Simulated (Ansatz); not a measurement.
# Molecular dynamics, step by step

GaH3S, closed shell, PBE0-D4/def2-SVP (Ansatz 0.2.0). Settings (timestep in fs, temperature in K; T counts 9 degrees of freedom):

```yaml
hamiltonian: {xc: pbe0, dispersion: d4}
md: {n_steps: 30, timestep: 0.25, temperature: 1000, ensemble: nvt_nose_hoover, seed: 461, initial_velocities: maxwell_boltzmann}
```

Start, the saddle point found with PBE0-D4 in triple zeta (not stationary at another level):

```xyz
5
angstrom
Ga -0.4651 -0.8195 0.8079
S 0.3029 0.7897 -1.0243
H 0.9519 -0.4824 0.0554
H -1.9984 -0.9129 0.4251
H 1.2088 1.4252 -0.2641
```

```csv
step,time (fs),potential energy less the start (meV),kinetic energy (meV),T (K)
0,0.00,0.0,387.8,1000
2,0.50,0.4,387.4,999
4,1.00,9.4,378.5,976
6,1.50,25.1,362.8,936
8,2.00,44.7,343.2,885
10,2.50,65.2,322.7,832
12,3.00,84.1,303.9,784
14,3.50,99.3,288.7,744
16,4.00,110.0,278.1,717
18,4.50,115.9,272.2,702
20,5.00,117.9,270.1,697
22,5.50,117.7,270.3,697
24,6.00,117.4,270.6,698
26,6.50,119.3,268.7,693
28,7.00,125.1,263.0,678
30,7.50,135.0,253.1,653
```

Step 4, positions (Å) and forces (eV/Å):

```csv
atom,x,y,z,Fx,Fy,Fz
Ga1,-0.465,-0.817,0.806,0.106,-0.039,-0.019
S2,0.301,0.786,-1.020,0.368,0.331,0.251
H3,0.962,-0.534,0.025,-0.044,0.054,0.077
H4,-1.995,-0.938,0.419,-0.046,0.011,0.000
H5,1.216,1.451,-0.240,-0.384,-0.358,-0.309
```

Step 16, positions (Å) and forces (eV/Å):

| atom | x | y | z | Fx | Fy | Fz |
| --- | --- | --- | --- | --- | --- | --- |
| Ga1 | -0.463 | -0.810 | 0.801 | 0.398 | -0.108 | -0.449 |
| S2 | 0.296 | 0.775 | -1.008 | 0.748 | 0.804 | 0.679 |
| H3 | 0.989 | -0.684 | -0.056 | -0.263 | 0.210 | 0.461 |
| H4 | -1.987 | -1.012 | 0.402 | -0.020 | 0.074 | 0.091 |
| H5 | 1.205 | 1.497 | -0.195 | -0.863 | -0.981 | -0.782 |

Step 22, positions (Å) and forces (eV/Å):

```csv
atom,x,y,z,Fx,Fy,Fz
Ga1,-0.461,-0.806,0.799,0.474,-0.148,-0.684
S2,0.294,0.771,-1.001,0.300,0.606,0.373
H3,0.994,-0.753,-0.084,-0.310,0.239,0.658
H4,-1.984,-1.047,0.396,0.021,0.104,0.147
H5,1.174,1.490,-0.196,-0.485,-0.800,-0.494
```

Last step (30):

| atom | x (Å) | y (Å) | z (Å) |
| --- | --- | --- | --- |
| Ga1 | -0.4595 | -0.8012 | 0.7949 |
| S2 | 0.2916 | 0.7654 | -0.9919 |
| H3 | 0.9917 | -0.8369 | -0.0992 |
| H4 | -1.9785 | -1.0903 | 0.3933 |
| H5 | 1.1184 | 1.4577 | -0.2107 |

Hardware: 2 CPU threads of an Arm Neoverse V2, shared host. Wall time about 30 s.
